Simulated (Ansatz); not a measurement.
Correlation energies of Cl3HSTi, SMILES `[SH][Ti]([Cl])([Cl])[Cl]` by basis set

```xyz
6

S     0.240    0.320    1.799
Ti    0.118   -0.280   -0.369
Cl    1.432   -1.989   -0.532
Cl   -1.940   -0.773   -0.863
Cl    0.766    1.382   -1.609
H    -0.616    1.339    1.574
```

Charge 0, multiplicity 1. Correlated methods include outer-core shells of Ti, which these sets cover unevenly. Scalar relativity is left out up to krypton. The structure was optimised at the PBE0-D4/def2-TZVP level. It is one conformer, not always the lowest. Frozen core, restricted reference, Ansatz.

| basis | HF (Eh) | MP2 corr. | CCSD corr. | (T) | CCSD(T) total |
| --- | --- | --- | --- | --- | --- |
| def2-SVP | -2624.55357 | -0.86112 | -0.88337 | -0.04904 | -2625.48598 |
| def2-TZVPP | -2625.29692 | -1.19300 | -1.22905 | -0.07697 | -2626.60294 |
| def2-QZVPP | -2625.36186 | -1.30188 | – | – | – |
